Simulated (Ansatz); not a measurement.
Born–Oppenheimer molecular dynamics of CH₅FGe (8 atoms, charge 0, multiplicity 1). It starts at the highest image of a converged band. Of that band: Neighbouring images differ by up to 1.8 eV, so the band resolves the path poorly. A vibrational analysis at the climbing image gives one clearly imaginary mode, 1023i cm⁻¹: a first-order saddle point.

Level of theory: RKS PBE-D4/def2-SVP (Ansatz).

| Item | Value |
| --- | --- |
| ensemble | NVE (velocity Verlet) |
| time step | 0.5 fs |
| steps asked | 200 |
| starting velocities drawn for | 100 K |
| seed | 2223 |

Frames 2.5 fs apart, positions in Å, forces in eV/Å.

Velocities at 15 fs (Å/ps):

```
Ge -0.14 0.05 0.00
F 0.31 -0.30 0.88
H -1.31 -3.87 -3.03
C -1.30 0.42 -1.40
H 1.41 -4.00 1.05
H 9.29 5.85 5.85
H -2.48 -5.29 1.03
H 13.02 4.39 -4.97
```

```xyz
8
Properties=species:S:1:pos:R:3:forces:R:3 time_fs=15 energy_less_start_eV=0.051 T=35
Ge 0.093 -0.126 -0.368 0.29 -0.44 0.18
F 1.265 0.319 1.318 -0.19 0.00 -0.09
H 1.668 -0.058 0.148 -0.12 -0.18 -0.03
C -0.883 1.521 -0.687 -0.12 0.48 -0.45
H -1.732 1.261 -1.362 0.06 0.21 0.17
H -1.274 1.931 0.263 -0.16 -0.04 0.09
H -0.252 2.307 -1.166 -0.14 -0.27 0.09
H -1.050 -1.165 0.072 0.38 0.24 0.04
8
Properties=species:S:1:pos:R:3:forces:R:3 time_fs=17.5 energy_less_start_eV=0.042 T=46
Ge 0.093 -0.126 -0.368 0.68 -0.02 0.12
F 1.266 0.318 1.320 -0.27 -0.01 -0.07
H 1.661 -0.073 0.139 -0.08 -0.19 -0.13
C -0.887 1.523 -0.691 -0.19 0.19 0.30
H -1.729 1.258 -1.356 -0.21 0.19 0.03
H -1.255 1.942 0.277 -0.11 -0.20 -0.23
H -0.260 2.290 -1.163 0.19 0.15 -0.20
H -1.010 -1.150 0.062 -0.01 -0.11 0.18
8
Properties=species:S:1:pos:R:3:forces:R:3 time_fs=20 energy_less_start_eV=0.041 T=47
Ge 0.093 -0.126 -0.368 0.98 0.40 0.13
F 1.265 0.317 1.322 -0.38 -0.01 -0.07
H 1.651 -0.099 0.122 0.01 -0.19 -0.26
C -0.891 1.526 -0.693 -0.02 0.01 0.38
H -1.738 1.266 -1.347 -0.31 0.15 -0.06
H -1.244 1.943 0.279 -0.12 -0.16 -0.19
H -0.258 2.280 -1.171 0.21 0.25 -0.24
H -0.970 -1.141 0.063 -0.37 -0.45 0.30
8
Properties=species:S:1:pos:R:3:forces:R:3 time_fs=22.5 energy_less_start_eV=0.007 T=91
Ge 0.094 -0.126 -0.367 0.88 0.46 0.41
F 1.264 0.317 1.324 -0.53 -0.02 -0.13
H 1.641 -0.137 0.089 0.10 -0.20 -0.41
C -0.896 1.530 -0.695 0.24 0.06 -0.39
H -1.763 1.283 -1.341 -0.04 0.17 0.06
H -1.239 1.935 0.271 -0.16 0.04 0.17
H -0.245 2.282 -1.192 -0.17 -0.11 0.06
H -0.950 -1.158 0.081 -0.32 -0.40 0.24
8
Properties=species:S:1:pos:R:3:forces:R:3 time_fs=25 energy_less_start_eV=-0.048 T=162
Ge 0.096 -0.125 -0.367 0.53 0.21 0.99
F 1.260 0.316 1.325 -0.74 -0.03 -0.27
H 1.636 -0.186 0.031 0.13 -0.22 -0.61
C -0.899 1.533 -0.698 0.15 0.03 -0.65
H -1.791 1.310 -1.331 0.21 0.11 0.13
H -1.243 1.928 0.272 -0.04 0.09 0.20
H -0.241 2.279 -1.210 -0.31 -0.20 0.22
H -0.947 -1.196 0.112 0.07 -0.01 -0.01
8
Properties=species:S:1:pos:R:3:forces:R:3 time_fs=27.5 energy_less_start_eV=-0.135 T=275
Ge 0.098 -0.124 -0.365 0.41 0.07 1.77
F 1.254 0.315 1.325 -1.04 -0.05 -0.52
H 1.639 -0.250 -0.064 0.05 -0.26 -0.87
C -0.902 1.537 -0.704 -0.15 -0.18 0.00
H -1.808 1.343 -1.315 0.11 -0.04 -0.03
H -1.249 1.926 0.282 0.22 -0.03 -0.14
H -0.253 2.267 -1.216 -0.01 0.17 0.05
H -0.941 -1.236 0.143 0.39 0.33 -0.25
8
Properties=species:S:1:pos:R:3:forces:R:3 time_fs=30 energy_less_start_eV=-0.317 T=510
Ge 0.101 -0.123 -0.362 0.78 0.21 2.58
F 1.245 0.314 1.324 -1.41 -0.09 -0.91
H 1.644 -0.328 -0.210 -0.15 -0.27 -1.13
C -0.905 1.539 -0.710 -0.12 -0.36 0.36
H -1.820 1.373 -1.300 -0.09 -0.19 -0.22
H -1.243 1.923 0.286 0.32 -0.07 -0.20
H -0.267 2.264 -1.220 0.23 0.41 -0.09
H -0.912 -1.257 0.160 0.44 0.38 -0.38
8
Properties=species:S:1:pos:R:3:forces:R:3 time_fs=32.5 energy_less_start_eV=-0.677 T=974
Ge 0.104 -0.122 -0.357 1.67 0.63 3.19
F 1.232 0.312 1.319 -1.81 -0.17 -1.41
H 1.640 -0.422 -0.424 -0.50 -0.20 -1.27
C -0.909 1.540 -0.714 0.28 -0.22 -0.25
H -1.835 1.393 -1.298 0.01 -0.22 -0.16
H -1.218 1.916 0.279 0.19 0.03 0.15
H -0.269 2.283 -1.227 -0.02 0.06 0.10
H -0.859 -1.257 0.154 0.18 0.10 -0.34
8
Properties=species:S:1:pos:R:3:forces:R:3 time_fs=35 energy_less_start_eV=-1.145 T=1576
Ge 0.109 -0.121 -0.349 2.85 1.08 3.15
F 1.212 0.310 1.311 -2.06 -0.30 -1.95
H 1.605 -0.528 -0.713 -1.00 0.05 -0.98
C -0.911 1.540 -0.720 0.48 -0.06 -0.63
H -1.849 1.400 -1.305 0.24 -0.18 0.06
H -1.183 1.911 0.281 0.01 0.08 0.27
H -0.272 2.305 -1.228 -0.22 -0.28 0.21
H -0.796 -1.252 0.129 -0.30 -0.39 -0.12
8
Properties=species:S:1:pos:R:3:forces:R:3 time_fs=37.5 energy_less_start_eV=-1.564 T=2115
Ge 0.116 -0.118 -0.339 3.46 1.04 2.21
F 1.187 0.307 1.296 -1.98 -0.44 -2.33
H 1.511 -0.629 -1.056 -1.42 0.48 -0.07
C -0.912 1.540 -0.729 0.42 -0.14 0.11
H -1.849 1.395 -1.309 0.19 -0.16 0.13
H -1.146 1.909 0.295 -0.10 -0.03 -0.14
H -0.285 2.313 -1.219 -0.01 -0.15 -0.01
H -0.750 -1.270 0.097 -0.55 -0.60 0.10
8
Properties=species:S:1:pos:R:3:forces:R:3 time_fs=40 energy_less_start_eV=-1.765 T=2374
Ge 0.126 -0.115 -0.327 2.78 0.32 0.90
F 1.155 0.303 1.273 -1.63 -0.52 -2.40
H 1.335 -0.703 -1.403 -1.32 0.83 1.03
C -0.910 1.539 -0.736 0.48 -0.36 1.00
H -1.840 1.381 -1.306 -0.09 -0.18 0.02
H -1.115 1.907 0.302 -0.25 -0.05 -0.38
H -0.299 2.314 -1.211 0.30 0.13 -0.31
H -0.735 -1.320 0.070 -0.28 -0.16 0.14
8
Properties=species:S:1:pos:R:3:forces:R:3 time_fs=42.5 energy_less_start_eV=-1.742 T=2345
Ge 0.138 -0.111 -0.314 1.29 -0.51 -0.37
F 1.118 0.297 1.244 -1.06 -0.50 -2.09
H 1.081 -0.728 -1.690 -0.74 0.94 1.78
C -0.905 1.536 -0.740 0.72 -0.30 0.89
H -1.835 1.356 -1.301 -0.11 -0.16 -0.01
H -1.100 1.902 0.289 -0.41 0.14 -0.08
H -0.297 2.319 -1.219 0.17 -0.06 -0.26
H -0.736 -1.379 0.051 0.13 0.46 0.14
```

Of the whole run (100 fs, mean temperature of the second half 1350 K): The conserved energy stayed within 0.16 meV per atom of its start (net change -0.085 meV per atom), so the integration is sound. The kinetic energy rose, since the run started high on the potential surface and went downhill. A run of 0.1 ps of so small a system gives no equilibrium averages. The orbitals stay closed-shell, which can raise the energy where a bond breaks towards radicals; this wasn't checked here.

The run took 3.2 min on 2 threads of Arm Neoverse V2, on a shared host, peak memory 0.12 GiB.
